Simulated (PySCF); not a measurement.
PySCF input for C2H6BFO2, SMILES FB(CO)CO, PBE-D3(BJ)/def2-SVP. The structure is a stationary point at PBE-D3(BJ)/def2-SVP. This is a generated structure with no PubChem entry under its InChIKey; it may be hypothetical. Other conformers were not sampled.

```python
import numpy as np
from pyscf import gto, scf, dft, df
from pyscf.hessian import thermo

mol = gto.M(
    atom='''
    O     2.53710332   -0.13137431    0.04687949
    C     1.39264150    0.15240359   -0.74066804
    B     0.00000000   -0.00000000   -0.02242975
    F     0.00000000   -0.00000000    1.33054165
    C    -1.39264150   -0.15240359   -0.74066805
    O    -2.53710333    0.13137431    0.04687950
    H     2.34127388    0.17623766    0.95089623
    H     1.40842586    1.19734077   -1.16716291
    H     1.42356837   -0.49591305   -1.64612405
    H    -1.40842585   -1.19734079   -1.16716291
    H    -1.42356837    0.49591305   -1.64612406
    H    -2.34127388   -0.17623766    0.95089624
    ''',
    basis='def2-SVP',
    charge=0,
    spin=0,
    max_memory=1600,
    verbose=3,
)
mf = dft.RKS(mol, xc='pbe').density_fit(auxbasis='def2-universal-jkfit')
mf.disp = 'd3bj'
mf.grids.level = 3
mf.conv_tol = 1e-11
mf.max_cycle = 100
mf.kernel()

# [left out here: the lines that compute and print the analytic Hessian (its translational invariance restored by hand, since the grid's response is missing), thermochemistry and intensities]
```

It prints:

```
converged SCF energy = -354.336021532475

WARN: DFTD3 does not support analytical Hessian, using finite difference


WARN: Mole.unit (angstrom) is changed to Bohr

Mode                                 0                   1                   2
Irrep
Freq [cm^-1]                       68.6615            101.1584            153.0104
Reduced mass [au]                   4.8570              2.2236              2.9987
Force const [Dyne/A]                0.0135              0.0134              0.0414
Char temp [K]                      98.7887            145.5445            220.1479
Normal mode                   x     y     z       x     y     z       x     y     z
       0   O                -0.02 -0.13 -0.01   -0.01  0.05  0.07    0.05  0.02 -0.09
       1   C                 0.01  0.05  0.01    0.02 -0.10 -0.03   -0.03 -0.06  0.01
       2   B                 0.00  0.08  0.00    0.00  0.00 -0.05   -0.00 -0.00  0.09
       3   F                 0.00  0.10  0.00   -0.00  0.00 -0.05    0.00 -0.00  0.09
       4   C                 0.01  0.05 -0.01   -0.02  0.10 -0.03    0.03  0.06  0.01
       5   O                -0.02 -0.13  0.01    0.01 -0.05  0.07   -0.05 -0.02 -0.09
       6   H                 0.03 -0.14  0.00   -0.08  0.16  0.02    0.18  0.16 -0.10
       7   H                 0.10  0.09  0.12    0.05 -0.18 -0.23   -0.07 -0.11 -0.11
       8   H                -0.03  0.14 -0.06    0.06 -0.27  0.09   -0.12 -0.16  0.08
       9   H                 0.10  0.09 -0.12   -0.05  0.18 -0.23    0.07  0.11 -0.11
      10   H                -0.03  0.14  0.06   -0.06  0.27  0.09    0.12  0.16  0.08
      11   H                 0.03 -0.14 -0.00    0.08 -0.16  0.02   -0.18 -0.16 -0.10
Mode                                 3                   4                   5
Irrep
Freq [cm^-1]                      206.9833            256.6913            261.2125
Reduced mass [au]                   3.0913              1.4712              1.2019
Force const [Dyne/A]                0.0780              0.0571              0.0483
Char temp [K]                     297.8028            369.3217            375.8266
Normal mode                   x     y     z       x     y     z       x     y     z
       0   O                -0.07  0.02  0.05   -0.05 -0.04  0.04    0.02  0.05 -0.02
       1   C                -0.01 -0.00 -0.03   -0.00  0.03 -0.02   -0.01 -0.05  0.00
       2   B                 0.00  0.02 -0.00    0.00  0.05 -0.00   -0.00 -0.00  0.01
       3   F                 0.15 -0.00 -0.00    0.06 -0.05  0.00   -0.00  0.00  0.02
       4   C                -0.01 -0.00  0.03   -0.00  0.03  0.02    0.01  0.05  0.00
       5   O                -0.07  0.02 -0.05   -0.05 -0.04 -0.04   -0.02 -0.05 -0.02
       6   H                -0.26 -0.25  0.10    0.15  0.51 -0.11   -0.24 -0.57  0.13
       7   H                 0.02 -0.01 -0.04    0.11 -0.01 -0.12   -0.07 -0.05 -0.00
       8   H                 0.00 -0.03 -0.01   -0.01 -0.06  0.04   -0.04 -0.05 -0.00
       9   H                 0.02 -0.01  0.04    0.11 -0.01  0.12    0.07  0.05 -0.00
      10   H                 0.00 -0.03  0.01   -0.01 -0.06 -0.04    0.04  0.05 -0.00
      11   H                -0.26 -0.25 -0.10    0.15  0.51  0.11    0.24  0.57  0.13
Mode                                 6                   7                   8
Irrep
Freq [cm^-1]                      330.1768            350.9052            581.6875
Reduced mass [au]                   1.7750              5.1035              3.9277
Force const [Dyne/A]                0.1140              0.3703              0.7830
Char temp [K]                     475.0509            504.8744            836.9188
Normal mode                   x     y     z       x     y     z       x     y     z
       0   O                -0.02  0.00  0.01    0.13  0.00  0.01    0.03 -0.00 -0.01
       1   C                -0.02 -0.01  0.02    0.09 -0.01  0.03   -0.07 -0.02  0.13
       2   B                -0.01 -0.17 -0.00    0.00  0.00 -0.04   -0.08  0.06  0.00
       3   F                 0.06  0.05 -0.00   -0.00 -0.00 -0.04    0.08 -0.00 -0.00
       4   C                -0.02 -0.01 -0.02   -0.09  0.01  0.03   -0.07 -0.02 -0.13
       5   O                -0.02  0.00 -0.01   -0.13 -0.00  0.01    0.03 -0.00  0.01
       6   H                 0.06  0.18 -0.03    0.15 -0.03  0.02    0.18 -0.01  0.03
       7   H                -0.19  0.11  0.29    0.07  0.02  0.10   -0.07 -0.05  0.05
       8   H                 0.15  0.23 -0.14    0.16  0.06 -0.01   -0.16 -0.06  0.16
       9   H                -0.19  0.11 -0.29   -0.07 -0.02  0.10   -0.07 -0.05 -0.05
      10   H                 0.15  0.23  0.14   -0.16 -0.06 -0.01   -0.16 -0.06 -0.16
      11   H                 0.06  0.18  0.03   -0.15  0.03  0.02    0.18 -0.01 -0.03
Mode                                 9                  10                  11
Irrep
Freq [cm^-1]                      603.3351            749.7457            875.3366
[...]
Freq [cm^-1]                     1287.9084           1303.5122           1338.7710
Reduced mass [au]                   1.4932              5.9970              1.2809
Force const [Dyne/A]                1.4593              6.0037              1.3526
Char temp [K]                    1853.0135           1875.4638           1926.1935
Normal mode                   x     y     z       x     y     z       x     y     z
       0   O                -0.01  0.03  0.03   -0.02 -0.00 -0.01   -0.03  0.02  0.02
       1   C                -0.08 -0.03 -0.04    0.06  0.01 -0.02    0.04 -0.01 -0.07
       2   B                 0.10 -0.01 -0.00    0.00 -0.00  0.24    0.00  0.00  0.01
       3   F                -0.01  0.00  0.00   -0.00 -0.00 -0.09   -0.00  0.00  0.00
       4   C                -0.08 -0.03  0.04   -0.06 -0.01 -0.02   -0.04  0.01 -0.07
       5   O                -0.01  0.03 -0.03    0.02  0.00 -0.01    0.03 -0.02  0.02
       6   H                 0.39 -0.12  0.15   -0.12  0.01 -0.04    0.39 -0.10  0.15
       7   H                 0.30  0.00  0.10   -0.09  0.04  0.03   -0.04  0.12  0.26
       8   H                -0.11  0.05 -0.10    0.12 -0.07  0.04   -0.29 -0.16  0.02
       9   H                 0.30  0.00 -0.10    0.09 -0.04  0.03    0.04 -0.12  0.26
      10   H                -0.11  0.05  0.10   -0.12  0.07  0.04    0.29  0.16  0.02
      11   H                 0.39 -0.12 -0.15    0.12 -0.01 -0.04   -0.39  0.10  0.15
Mode                                21                  22                  23
Irrep
Freq [cm^-1]                     1356.1013           1396.3342           1401.5761
Reduced mass [au]                   1.3758              1.1046              1.3474
Force const [Dyne/A]                1.4907              1.2689              1.5594
Char temp [K]                    1951.1279           2009.0141           2016.5559
Normal mode                   x     y     z       x     y     z       x     y     z
       0   O                 0.02 -0.01 -0.00   -0.01  0.01  0.02    0.02 -0.01 -0.02
       1   C                -0.07 -0.01  0.06    0.04 -0.02  0.02   -0.08  0.01  0.00
       2   B                 0.09  0.00 -0.00    0.00 -0.00  0.04    0.09  0.02  0.00
       3   F                -0.00  0.00 -0.00   -0.00  0.00 -0.01   -0.00 -0.00 -0.00
       4   C                -0.07 -0.01 -0.06   -0.04  0.02  0.02   -0.08  0.01 -0.00
       5   O                 0.02 -0.01  0.00    0.01 -0.01  0.02    0.02 -0.01  0.02
       6   H                -0.16  0.04 -0.06    0.16 -0.04  0.07   -0.21  0.05 -0.08
       7   H                 0.10 -0.17 -0.36   -0.11 -0.15 -0.35    0.14  0.09  0.25
       8   H                 0.17  0.31 -0.17   -0.21  0.36 -0.29    0.31 -0.26  0.24
       9   H                 0.10 -0.17  0.36    0.11  0.15 -0.35    0.14  0.09 -0.25
      10   H                 0.17  0.31  0.17    0.21 -0.36 -0.29    0.31 -0.26 -0.24
      11   H                -0.16  0.04  0.06   -0.16  0.04  0.07   -0.21  0.05  0.08
Mode                                24                  25                  26
Irrep
Freq [cm^-1]                     2811.2443           2811.4111           2978.3178
Reduced mass [au]                   1.0716              1.0750              1.0835
Force const [Dyne/A]                4.9898              5.0062              5.6625
Char temp [K]                    4044.7546           4044.9946           4285.1362
Normal mode                   x     y     z       x     y     z       x     y     z
       0   O                -0.00  0.00 -0.00   -0.00  0.00 -0.00   -0.00  0.00  0.00
       1   C                 0.01  0.05 -0.02    0.00  0.05 -0.02    0.00 -0.03 -0.04
       2   B                -0.00  0.00 -0.00   -0.00  0.00  0.00   -0.00 -0.00 -0.00
       3   F                 0.00 -0.00 -0.00    0.00 -0.00  0.00   -0.00 -0.00  0.00
       4   C                 0.01  0.05  0.02   -0.00 -0.05 -0.02   -0.00  0.03 -0.04
       5   O                -0.00  0.00  0.00    0.00 -0.00 -0.00    0.00 -0.00  0.00
       6   H                -0.00 -0.00 -0.01    0.00 -0.00 -0.01    0.00 -0.01 -0.01
       7   H                -0.04 -0.62  0.24   -0.03 -0.64  0.25    0.01  0.02 -0.02
       8   H                 0.01  0.05  0.04    0.01  0.04  0.02   -0.03  0.40  0.55
       9   H                -0.04 -0.64 -0.25    0.03  0.62  0.25   -0.01 -0.02 -0.02
      10   H                 0.01  0.05 -0.04   -0.01 -0.04  0.02    0.03 -0.40  0.55
      11   H                -0.00 -0.00  0.01   -0.00  0.00 -0.01   -0.00  0.01 -0.01
Mode                                27                  28                  29
Irrep
Freq [cm^-1]                     2980.0062           3700.5335           3701.8502
Reduced mass [au]                   1.0841              1.0666              1.0666
Force const [Dyne/A]                5.6720              8.6055              8.6114
Char temp [K]                    4287.5655           5324.2438           5326.1382
Normal mode                   x     y     z       x     y     z       x     y     z
       0   O                 0.00 -0.00 -0.00   -0.01  0.01  0.04    0.01 -0.01 -0.04
       1   C                -0.00  0.04  0.04   -0.00  0.00  0.00    0.00 -0.00 -0.00
       2   B                 0.00  0.00 -0.00   -0.00 -0.00  0.00    0.00  0.00  0.00
       3   F                 0.00  0.00  0.00    0.00  0.00 -0.00   -0.00 -0.00 -0.00
       4   C                -0.00  0.04 -0.04   -0.00  0.00 -0.00   -0.00  0.00 -0.00
       5   O                 0.00 -0.00  0.00   -0.01  0.01 -0.04   -0.01  0.01 -0.04
       6   H                -0.00  0.01  0.01    0.13 -0.21 -0.64   -0.13  0.21  0.64
       7   H                -0.01 -0.04  0.03   -0.00  0.01 -0.00    0.00 -0.01  0.00
       8   H                 0.03 -0.39 -0.54    0.00 -0.01 -0.01   -0.00  0.01  0.01
       9   H                -0.01 -0.04 -0.03   -0.00  0.01  0.00   -0.00  0.01  0.00
      10   H                 0.03 -0.40  0.55    0.00 -0.01  0.01    0.00 -0.01  0.01
      11   H                -0.00  0.01 -0.01    0.13 -0.21  0.64    0.13 -0.21  0.64
temperature 298.1500 [K]
pressure 101325.00 [Pa]
Rotational constants [GHz] 8.26065 1.82942 1.53905
Symmetry number 2
Zero-point energy (ZPE) 0.08732 [Eh]   229246.293 [J/mol]
                           tot       elec      trans        rot        vib
Entropy [J/mol/K]       355.783      0.000    165.123    107.318     83.342
Cv [J/mol/K]            108.982      0.000     12.472     12.472     84.038
Cp [J/mol/K]            117.296      0.000     20.786     12.472     84.038
Internal energy [J/mol]                      3718.434   3718.434 242615.393
Internal energy [Eh]   -354.24078  -354.33602
Enthalpy [J/mol]                             6197.391   3718.434 242615.393
Enthalpy [Eh]          -354.23984
Gibbs free energy [J/mol]                  -43034.151 -28278.311 217767.010
Gibbs free energy [Eh] -354.28024
mode   freq/cm-1   IR/(km/mol)
   1       68.66         4.113
   2      101.16         4.494
   3      153.01         0.885
   4      206.98        62.908
   5      256.69       147.023
   6      261.21        10.595
   7      330.18        11.884
   8      350.91         0.397
   9      581.69         0.050
  10      603.34         0.719
  11      749.75        20.592
  12      875.34        26.530
  13      993.37       213.246
  14     1065.35        25.293
  15     1090.04        38.235
  16     1156.36         0.000
  17     1176.20        37.356
  18     1239.19         0.329
  19     1287.91        81.648
  20     1303.51       181.334
  21     1338.77        51.950
  22     1356.10        14.630
  23     1396.33         9.183
  24     1401.58        18.452
  25     2811.24        78.995
  26     2811.41        21.955
  27     2978.32        18.414
  28     2980.01        12.399
  29     3700.53         2.288
  30     3701.85        52.978
max |gradient| / (hartree/bohr): 4.303279654805352e-05
APT charges: [-0.5475  0.1574  0.8909 -0.5296  0.1574 -0.5475  0.2579 -0.0555  0.0071
 -0.0555  0.0071  0.2579]
```

The calculation finished and met its thresholds.
